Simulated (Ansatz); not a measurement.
A nudged elastic band was laid between two geometries of C$_{2}$H$_{7}$FGeOSi (13 atoms, charge 0, multiplicity 1).

Theory: RKS PBE0-D4/def2-SVP in Ansatz 0.2.0.

- movable images: 9
- climbing image: yes
- spring: 5.0 eV/Å²
- optimiser: quadratic models (default)
- start path: IDPP
- force threshold: 0.05 eV/Å
- iteration limit: 26
- end points: relaxed

Image 0:

```xyz
13
Properties=species:S:1:pos:R:3
O -2.324 -1.292 0.266
Si -0.826 -1.005 0.934
C 0.093 0.397 0.091
Ge 1.712 0.077 -0.930
C -0.350 1.653 0.181
F -1.449 1.979 0.858
H -2.351 -1.448 -0.682
H 0.060 -2.208 0.818
H -1.081 -0.701 2.366
H 2.803 -0.527 -0.028
H 1.419 -0.916 -2.072
H 2.207 1.412 -1.521
H 0.109 2.544 -0.266
```

Image 10:

```xyz
13
Properties=species:S:1:pos:R:3
O -1.620 -1.660 1.330
Si -0.350 -0.588 1.447
C -0.071 0.392 -0.129
Ge 1.523 0.144 -1.208
C -0.969 1.290 -0.539
F -2.095 1.536 0.129
H -1.585 -2.292 0.606
H 0.938 -1.303 1.722
H -0.688 0.304 2.586
H 1.616 -1.323 -1.670
H 1.447 1.067 -2.439
H 2.780 0.479 -0.385
H -0.906 1.920 -1.436
```

Q: What changes between the two ends?

A: No bond is made or broken. The dihedral Si2–C3–Ge4–H12 goes from 179 to -60°. The two ends are copies of one structure, up to a mirror image or an exchange of like atoms.

Q: What energy profile does the band end with?

A: It converged. The highest image is number 5 of 0 to 10, 1.5 kcal/mol above the ends, which have the same energy within 2 meV. A vibrational analysis at the climbing image gives one clearly imaginary mode, 115i cm⁻¹: a first-order saddle point.

```json
{"image": "0", "path coordinate (Å)": "0.00", "energy (kcal/mol)": "0.0", "dihedral Si2–C3–Ge4–H12 (°)": "179"}
{"image": "1", "path coordinate (Å)": "0.48", "energy (kcal/mol)": "0.2", "dihedral Si2–C3–Ge4–H12 (°)": "-170"}
{"image": "2", "path coordinate (Å)": "0.97", "energy (kcal/mol)": "0.5", "dihedral Si2–C3–Ge4–H12 (°)": "-158"}
{"image": "3", "path coordinate (Å)": "1.45", "energy (kcal/mol)": "1.0", "dihedral Si2–C3–Ge4–H12 (°)": "-145"}
{"image": "4", "path coordinate (Å)": "1.93", "energy (kcal/mol)": "1.4", "dihedral Si2–C3–Ge4–H12 (°)": "-133"}
{"image": "5", "path coordinate (Å)": "2.41", "energy (kcal/mol)": "1.5", "dihedral Si2–C3–Ge4–H12 (°)": "-121"}
{"image": "6", "path coordinate (Å)": "2.89", "energy (kcal/mol)": "1.4", "dihedral Si2–C3–Ge4–H12 (°)": "-109"}
{"image": "7", "path coordinate (Å)": "3.37", "energy (kcal/mol)": "1.0", "dihedral Si2–C3–Ge4–H12 (°)": "-96"}
{"image": "8", "path coordinate (Å)": "3.86", "energy (kcal/mol)": "0.5", "dihedral Si2–C3–Ge4–H12 (°)": "-84"}
{"image": "9", "path coordinate (Å)": "4.34", "energy (kcal/mol)": "0.1", "dihedral Si2–C3–Ge4–H12 (°)": "-72"}
{"image": "10", "path coordinate (Å)": "4.82", "energy (kcal/mol)": "0.0", "dihedral Si2–C3–Ge4–H12 (°)": "-60"}
```

Q: What is the geometry of the highest image?

A: 
```xyz
13
Properties=species:S:1:pos:R:3:forces:R:3
O -1.874 -1.645 0.985 0.00 0.00 0.00
Si -0.509 -0.754 1.333 0.00 0.01 0.00
C -0.013 0.393 -0.069 0.00 0.02 -0.02
Ge 1.623 0.171 -1.104 0.01 0.00 0.00
C -0.800 1.424 -0.386 0.00 -0.02 0.01
F -1.943 1.677 0.248 0.00 0.01 0.00
H -1.854 -2.167 0.178 0.00 0.00 0.00
H 0.666 -1.643 1.594 0.00 0.00 0.00
H -0.845 0.017 2.558 0.00 0.00 0.00
H 2.395 -1.046 -0.571 -0.01 0.00 0.01
H 1.290 -0.058 -2.592 0.00 0.00 0.00
H 2.510 1.425 -0.989 0.00 0.00 0.00
H -0.625 2.171 -1.172 -0.01 0.01 0.01
```

Q: What are the harmonic wavenumbers there?

A: 115i, 27, 125, 145, 169, 201, 248, 339, 411, 554, 571, 614, 672, 738, 829, 846, 888, 889, 901, 918, 937, 956, 967, 1187, 1362, 1695, 2147, 2153, 2176, 2219, 2275, 3176, 3936 cm⁻¹.

The band took 5 iterations and roughly 7 core-minutes.

The run took 3.7 min on 2 threads of Intel(R) Xeon(R) Platinum 8488C (Sapphire Rapids) (shared host), peak memory 0.47 GiB.
